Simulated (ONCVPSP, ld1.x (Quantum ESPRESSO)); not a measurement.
**Potentials for manganese (Mn) compared**

Generated with ld1.x 7.5 (TM, RRKJ, ultrasoft, PAW), atompaw 4.2 or ONCVPSP 4.0.1. The cutoff is in Ry: for ld1.x and atompaw files where the sum of valence levels is converged to 10 mRy in a Bessel basis, for ONCV files where the hardest occupied wave has 1 mHa per electron of residual kinetic energy. The error is the largest all-electron minus pseudo excitation energy over each file’s own four to seven test configurations (ionisations up to +4, promotions, holes and added fractions of an electron), all of which were solved. The labels leave out finer settings (local radius, basis sizes, second energies), which also bear on the numbers. Spin-polarised tests are not counted. The rows are a selection from randomly drawn settings: files with unsolved tests, undetermined cutoffs or missed reference levels are left out.

A true bound ghost makes a file unfit for plane-wave use even where its test errors are small: the radial tests pick states by their node count and pass the ghost by.

```tsv
potential	cutoff (Ry)	largest error (meV)	bound ghosts
ONCV, revPBE, scalar-relativistic, rc 1.60/0.90/1.35 (spd), local smoothed, core correction no, reference 3s2 3p6 3d5 4s2, qcut 7.2/9.4/11.6, projectors 3/2/2	103	+13	none
TM, LDA (PZ), scalar-relativistic, rc 2.20/1.95/1.65 (spd), local d, core correction yes, reference 3d5 4s0 4p0	90	-391	s, p
RRKJ, PBE, scalar-relativistic, rc 0.80/1.35/0.95 (spd), local d, core correction yes, reference 3s2 3p6 3d4 4s0 4p0	230	+469	none
ONCV, PBEsol, scalar-relativistic, rc 1.20/1.55/1.55 (spd), local smoothed, core correction yes, reference 3s2 3p6 3d5 4s1.5 4p0.5, qcut 12.8/7.6/8.1, projectors 2/2/1	97	+40	none
```

Fill in the row for Mn: ONCV, PBE, scalar-relativistic, rc 1.15/1.40/1.45 (spd), local smoothed, core correction yes, reference 3s2 3p6 3d5 4s1.5, qcut 13.2/9.1/9.4, projectors 2/2/1.

cutoff 101 Ry, largest error +1.8 meV, bound ghosts: none.
